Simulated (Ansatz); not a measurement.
Two isomers of C4H8Br2: A = `C[C@H](Br)[C@@H](C)Br`, B = `BrCCCCBr`.

Computed with Ansatz on PBE0-D4/def2-TZVP structures; ΔE is electronic, products minus reactants. CBS: MP2 limit from def2 TZ/QZ plus the TZ coupled-cluster correction, frozen cores. DFT in def2-TZVPP. B3LYP here is the variant with VWN-RPA as its local correlation; programs differ in this. For Br outer-core shells are correlated without core-valence functions, which leaves a few kJ/mol of doubt a bond. Scalar relativity is left out up to krypton. One conformer a species, not always the lowest.

Task: Which isomer does CCSD(T)/CBS put lower? Give the gap. (Estimate.)

Result: Ansatz gave: A, by 15.8 kJ/mol.

Task: Give E(B) − E(A) in kJ/mol with B2PLYP, B3LYP-D4, LDA (SPW92), r2SCAN-D4, HF/def2-TZVPP, CCSD(T)/def2-TZVPP, ωB97M-V. (An estimate is asked.)

Result: Computed: B2PLYP 9.1, B3LYP-D4 10.7, LDA (SPW92) 16.9, r2SCAN-D4 13.4, HF/def2-TZVPP -3.7, CCSD(T)/def2-TZVPP 13.3, ωB97M-V 11.3. The order is the other way round with HF/def2-TZVPP.

Task: Does the order hold for the free energy at 298.15 K (harmonic terms from PBE0-D4)? (An estimate is asked.)

Result: Ansatz gave: Yes: G(B) − G(A) = +16.1 kJ/mol, for one conformer each. Modes under 60 cm⁻¹, often nearly free rotors, make the harmonic entropy too high.

Largest T1 diagnostic: 0.008.

Leaving LDA and LC-ωPBE aside and taking each functional with its dispersion term where it has one, the values, not all of them listed here, spread over 5.1 kJ/mol, from CAM-B3LYP-D4 to revPBE-D4. LDA lies +9.1 kJ/mol from PBE without D4. The D4 term adds +7.3 kJ/mol with B3LYP and +3.7 kJ/mol with PBE0; it sums over pairs of atoms, weighted by their polarisabilities, and B3LYP, whose exchange is more repulsive, gets the larger term.
